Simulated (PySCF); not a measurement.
# Which element holds F most strongly?

r²SCAN in PySCF with def2-TZVPP on every atom (core potentials on Ru, Sn, Sb), for the lowest determinant that a PBE0 search found; no spin–orbit coupling. D0 is De less the harmonic zero-point energy.

| M | state (unpaired electrons) | Re (Å) | ωe (cm⁻¹) | D0(MF) (eV) |
| --- | --- | --- | --- | --- |
| C | doublet (π ↑) | 1.278 | 1297 | 5.76 |
| Sb | triplet (π ↑↑) | 1.924 | 609 | 4.18 |
| As | triplet (π ↑↑) | 1.744 | 689 | 4.29 |
| Ru | quartet (σ ↑, π ↑, δ ↑) | 1.886 | 589 | 4.17 |
| Sn | doublet (π ↑) | 1.949 | 580 | 4.99 |
| Ge | doublet (π ↑) | 1.755 | 669 | 5.34 |
| Al | singlet (closed shell) | 1.664 | 787 | 6.84 |

Order the elements by D0 and give the energy of AsF + Ru → RuF + As.

Al > C > Ge > Sn > As > Sb > Ru; ΔE = 4.29 − 4.17 = +0.12 eV at r²SCAN/def2-TZVPP. Close neighbours can swap at other levels.

The metal atom is held in its measured ground configuration; semilocal functionals can put another filling of s and d lower by some tenths of an eV, and De to that atom would be smaller. These are scalar-relativistic numbers at best; spin–orbit coupling would shift them, the dissociation energy most. States were picked by a PBE0 search and need not be the measured ground states.
